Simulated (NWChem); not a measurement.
# TeF$_{3}$, doublet; SMILES F[Te](F)F

Results from NWChem. Spin-unrestricted. All runs use the structure optimised with PBE0/def2-SVP, spin-unrestricted. This spin state was assumed; another may lie lower. No stability test was run on the SCF state. def2 effective core potentials on Te; no spin-orbit coupling. Level PBE/def2-SVP: energy and gradient on several grids; changes count from the extra-fine grid, which is no exact limit either.

| grid | size of the energy change (μHa) | largest change of a gradient component (μHa/bohr) | time, medium = 1 (rough) |
|---|---|---|---|
| xcoarse | 8000 | 10000 | about 1 |
| coarse | 200 | 600 | about 1 |
| medium | < 10 | 90 | about 1 |
| fine | < 10 | < 30 | about 1 |
| xfine | < 10 | < 30 | 3 |
